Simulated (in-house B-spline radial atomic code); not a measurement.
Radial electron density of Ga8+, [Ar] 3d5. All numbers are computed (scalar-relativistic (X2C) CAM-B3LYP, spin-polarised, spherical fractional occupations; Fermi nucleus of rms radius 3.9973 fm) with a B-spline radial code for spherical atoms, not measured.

One-electron X2C: radii and densities carry no picture-change correction, so inner-shell <1/r> comes out high (for 1s by about 2 % at Z = 33, 5 % at 54, 10 % at 75, 30 % at 118) and <r> low.

Columns: r (bohr), 4πr²n(r) (electrons per bohr), bar.

```
 0.00182    1.082 #
 0.00217    1.466 #
 0.00258    1.969 ##
 0.00307    2.638 ###
 0.00365    3.511 ####
 0.00434    4.645 #####
 0.00516    6.099 ######
 0.00613    7.928 ########
 0.00729    10.21 ##########
 0.00867    12.99 #############
  0.0103    16.26 ################
  0.0123     20.1 ####################
  0.0146    24.15 ########################
  0.0173    28.27 #############################
  0.0206    32.25 #################################
  0.0245    35.51 ####################################
  0.0292     37.6 ######################################
  0.0347    38.09 #######################################
  0.0412    36.99 #####################################
   0.049    34.67 ###################################
  0.0583    32.12 ################################
  0.0693    30.68 ###############################
  0.0824    31.52 ################################
   0.098     34.9 ###################################
   0.117     39.8 ########################################
   0.139    43.49 ############################################
   0.165     43.5 ############################################
   0.196    38.76 #######################################
   0.233    30.75 ###############################
   0.277    23.16 #######################
    0.33     19.5 ####################
   0.392    20.45 #####################
   0.466    23.13 #######################
   0.554    23.63 ########################
   0.659    20.09 ####################
   0.784    13.82 ##############
   0.932    7.585 ########
    1.11    3.227 ###
    1.32    1.057 #
    1.57   0.2573 
    1.86  0.04687 
    2.22 0.005296
```

On this grid the curve has 3 maxima, near 0.0347, 0.165, 0.554 bohr.

The 3d up radial function P(r) = rR(r), positive near the nucleus:

```csv
r (bohr),P
0.0146,0.001295
0.0206,0.003374
0.0292,0.008718
0.0412,0.0216
0.0583,0.0517
0.0824,0.1166
0.117,0.2461
0.165,0.4636
0.233,0.7717
0.33,1.097
0.466,1.272
0.659,1.147
0.932,0.7556
1.32,0.3273
1.86,0.08115
```
